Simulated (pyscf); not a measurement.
•H₂C–SiH(CH₃)–Cl -> H₃C–Si•(CH₃)–Cl, a hydrogen shift (doublet surface; H–Si broken, C–H formed). Optimised with ωB97X-D3(BJ)/def2-SVP in PySCF. Energies in kJ/mol from the reactant's lowest minimum found.

Small-basis levels: PySCF, no dispersion term, spherical d functions. AM1 to PM7: differences of heats of formation from MOPAC, which are fitted to 298 K values and so differ in kind from electronic energies by zero-point and thermal terms. Open shells are spin-unrestricted. 

```json
[
 {"level": "HF/6-31G*", "barrier": "242.8", "reaction energy": "-15.4"},
 {"level": "MP2/6-31G*", "barrier": "195.1", "reaction energy": "-57.1"},
 {"level": "SVWN5/6-31G*", "barrier": "119.8", "reaction energy": "-78.9"},
 {"level": "B3LYP/STO-3G", "barrier": "251.6", "reaction energy": "-60.6"},
 {"level": "B3LYP/3-21G", "barrier": "177.5", "reaction energy": "-75.7"},
 {"level": "B3LYP/6-31G*", "barrier": "168.5", "reaction energy": "-49.4"},
 {"level": "M06-2X/6-31G*", "barrier": "177.5", "reaction energy": "-58.4"},
 {"level": "PBE/def2-SVP", "barrier": "132.3", "reaction energy": "-62.7"},
 {"level": "B3LYP/def2-SVP", "barrier": "160.4", "reaction energy": "-47.6"},
 {"level": "AM1", "barrier": "123.5", "reaction energy": "-82.6"},
 {"level": "PM3", "barrier": "108.0", "reaction energy": "-58.9"},
 {"level": "PM7", "barrier": "112.1", "reaction energy": "-45.2"},
 {"level": "ωB97M-D3(BJ)/def2-TZVP", "barrier": "165.0", "reaction energy": "-42.3"}
]
```

Against the last row the barrier runs from -57.0 (PM3) to +86.6 kJ/mol (B3LYP/STO-3G). ωB97M-D3(BJ)/def2-TZVP has limits of its own. This is the saddle that the search found; another between the same sides may lie lower.
